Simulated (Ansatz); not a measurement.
System: H3GeO2, charge 0, doublet. H3GeO2 (SMILES [O][GeH2][OH], doublet).
B3LYP-D3(BJ)/def2-TZVP minimum from Ansatz (a program for electronic structure):
```
Ge
O 1 1.7797
H 2 0.9630 1 113.54
O 1 1.7983 2 111.81 3 -55.74
H 1 1.5296 2 104.66 3 -174.61
H 1 1.5411 5 116.54 2 124.33
```
Charge 0, spin multiplicity 2.

Wanted: atomisation energy (electronic, to ground-state atoms), in kcal/mol. Open shells are spin-unrestricted; no spin-orbit coupling. Correlated methods leave the cores frozen (noble-gas shells, and filled d and f shells in the p block). No relativity. CBS(X,Y): correlation extrapolated as X^-3, Hartree-Fock from the larger set. A bracket is a step between two methods taken in the basis named. Double hybrids freeze cores in their MP2 part. Where a partner has so few electrons that a lower coupled-cluster level is exact, that level stands in.

CCSD(T)/CBS(cc-pVTZ,cc-pVQZ) + [CCSDT(Q) - CCSD(T)]/cc-pVDZ (Ansatz) gives 426.7 kcal/mol.

Problem. What does PBE/def2-TZVPD (Ansatz) give here, and how do the other levels compare?

Solution. PBE gives 427.8 kcal/mol, 1.1 kcal/mol above it. Differences of the others: r2SCAN/def2-TZVPD (Ansatz) -0.5; PBE0/def2-TZVPD (Ansatz) -12.5; wB97M-V/def2-TZVPD (Ansatz) -5.7; B2PLYP/def2-TZVPD (Ansatz) -11.0; CCSD(T)/CBS(cc-pVTZ,cc-pVQZ) (Ansatz) -1.0 kcal/mol.
